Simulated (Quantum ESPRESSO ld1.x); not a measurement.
Species: the holmium ion Ho62+. Configuration: 1s1 2s2 2p1 3s1 (not the ground configuration).

Calculated with ld1.x of Quantum ESPRESSO 7.5: scalar-relativistic Kohn-Sham, LDA (Slater exchange, Perdew-Zunger correlation), spin-polarised, spherical densities, point nucleus; open shells are filled with parallel spins first.

Energy parts (hartree):
part                     energy
total                 -4357.468
kinetic                4878.829
electron-nucleus      -9339.968
Hartree                 148.209
exchange-correlation    -44.538

Orbitals (lengths in bohr, moments of r in powers of bohr; r(max) is where P^2 peaks):
orbital  occ.  eigenvalue (hartree)  r(max)
1s up       1              -2325.60   0.013
1s down     0              -2308.63   0.013
2s up       1              -564.251   0.072
2s down     1              -561.154   0.072
2p up       1              -532.443   0.058
2p down     0              -528.858   0.058
3s up       1              -240.523   0.187
3s down     0              -238.507   0.187

The highest occupied level is 3s up at -6545.0 eV. The configuration is held as typed, so some empty levels lie below it. Summed over all electrons, <r^2> = 0.06675 bohr^2, which gives a Langevin (diamagnetic) susceptibility term of -0.0529 x 10^-6 cm^3/mol. The density falls to 0.001 e/bohr^3 at r = 0.52 bohr. Spin moment in Bohr magnetons: 3.
